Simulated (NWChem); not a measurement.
System: tetramethylsilane (C4H12Si); SMILES C[Si](C)(C)C

```xyz
17

C     -0.9935    -1.0631    -1.2003
Si    -0.0003     0.0002    -0.0001
C     -1.1733     0.8344     1.2187
C      1.2175    -1.0876     0.9441
C      0.9477     1.3164    -0.9626
H     -1.5602    -1.8428    -0.6664
H     -0.3348    -1.5660    -1.9264
H     -1.7153    -0.4546    -1.7684
H     -0.6222     1.4647     1.9349
H     -1.7421     0.0888     1.7972
H     -1.8994     1.4776     0.6962
H      0.6925    -1.8688     1.5168
H      1.9185    -1.5896     0.2580
H      1.8131    -0.4938     1.6559
H      1.6421     0.8590    -1.6854
H      0.2616     1.9698    -1.5250
H      1.5396     1.9548    -0.2873
```
Atoms are numbered in this order, from 1.

Results from NWChem. All runs use the structure optimised with PBE0/def2-SVP. No frequency run checked for a minimum. GIAO values for the isolated, static molecule; σ is the absolute isotropic shielding.

| level | σ C1 (ppm) | σ Si2 (ppm) | σ H6 (ppm) | relative time |
|---|---|---|---|---|
| PBE0/def2-SVP | 193.7 | 407.0 | 31.34 | 1 |
| PBE/x2c-SVPall-s, scalar ZORA without spin-orbit coupling | 180.2 | 327.8 | 31.18 | 4 |
| PBE0/x2c-SVPall-s, scalar ZORA without spin-orbit coupling | 184.6 | 346.1 | 31.27 | 5 |

Relative times are rough (shared machine, one core).
